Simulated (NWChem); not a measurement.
## Atomisation of Cl2Pb

```
Pb
Cl 1 2.5049
Cl 1 2.5049 2 101.25
```
Charge 0, spin multiplicity 1.

The numbers come from NWChem runs, not from measurements. All single points use one geometry, from B3LYP/def2-SVP with def2 effective core potentials on Pb, a minimum by its harmonic frequencies.

Basis set: def2-TZVP. The atomisation energy is electronic alone: no zero-point, thermal, spin-orbit or counterpoise terms. No value is extrapolated to the basis-set limit. Free atoms are single determinants with multiplicities Pb 3, Cl 2.

Effective core potentials replace the inner electrons of Pb; spin-orbit coupling is left out. B3LYP has NWChem's definition, with VWN1-RPA local correlation. The structure started from a generated list of species. The stability of the SCF solutions was not checked. Open-shell Hartree-Fock references start from PBE0 orbitals.

Question: Order these methods by the atomisation energy they give, lowest first: PBE0, PBE, r2SCAN, B3LYP, HF.

Answer: HF (117.7 kcal/mol), B3LYP (175.2 kcal/mol), PBE0 (178.0 kcal/mol), r2SCAN (182.1 kcal/mol), PBE (186.6 kcal/mol)
